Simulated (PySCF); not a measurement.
Compound: C3H10FSi3 (doublet state).
Numbering: `[F:1][C@H:2]1[SiH2:3][CH:4][SiH2:5][CH2:6][SiH2:7]1` (hydrogens: H8 on C2; H9, H10 on Si3; H11 on C4; H12, H13 on Si5; H14, H15 on C6; H16, H17 on Si7)

Structure used (GFN2-xTB), in Å, numbered top down from 1:
```xyz
17
C3H10FSi3 angstrom
F      1.860   -0.792   -1.368
C      1.709    0.096   -0.291
Si     0.702    1.619   -0.906
C     -1.057    1.064   -1.088
Si    -1.959   -0.042    0.107
C     -0.783   -1.455    0.626
Si     0.943   -0.890    1.161
H      2.728    0.409   -0.047
H      1.280    2.091   -2.168
H      0.869    2.635    0.146
H     -1.584    1.366   -1.981
H     -3.175   -0.597   -0.507
H     -2.331    0.707    1.321
H     -0.675   -2.144   -0.212
H     -1.246   -2.022    1.432
H      1.810   -2.042    1.444
H      0.903    0.008    2.322
```

The hyperfine couplings belong to this conformer and change with its torsions.

Level of theory: UKS B3LYP, pcH-1 on C F H Si, non-relativistic, mean-field spin-orbit, GIAO (PySCF 2.14.0). Isolated species at its GFN2-xTB geometry (one conformer only). Couplings are sensitive to structure, and on GFN2-xTB geometries they can be far from those on DFT ones. No stability test was run, so a lower SCF solution isn't excluded.

**Question.** Where do the isotropic ENDOR lines of H10, H13, H11, H9, H16, H12, H15, H14 and H8 fall at 3360.5 mT, to first order?

**Answer.** ν± = |νn ± a/2|, one line for each electron-spin manifold; νn = |g_N| × 7.62259 MHz/T × B.

```tsv
nuclei	isotope	g_N	νn (MHz)	a_iso (MHz)	lower line (MHz)	upper line (MHz)
H10	1H	5.5857	143.08	79.31	103.43	182.74
H13	1H	5.5857	143.08	75.22	105.47	180.69
H11	1H	5.5857	143.08	-53.46	116.35	169.81
H9	1H	5.5857	143.08	5.08	140.54	145.62
H16	1H	5.5857	143.08	4.71	140.73	145.44
H12	1H	5.5857	143.08	4.22	140.97	145.19
H15	1H	5.5857	143.08	4.20	140.98	145.18
H14	1H	5.5857	143.08	-1.88	142.14	144.02
H8	1H	5.5857	143.08	1.64	142.26	143.90
```

**Question.** Which pairs are centred on the nuclear Larmor frequency, and which on half the coupling?

**Answer.** Centred on νn, since |a| < 2νn: H10, H13, H11, H9, H16, H12, H15, H14 and H8. No pair has |a| > 2νn.

**Question.** At what field would the lower line of H11 fall to zero frequency?

**Answer.** Where νn = |a|/2, that is B = 26.73 MHz/(5.5857 × 7.62259 MHz/T) = 628 mT, as far as first order holds there.
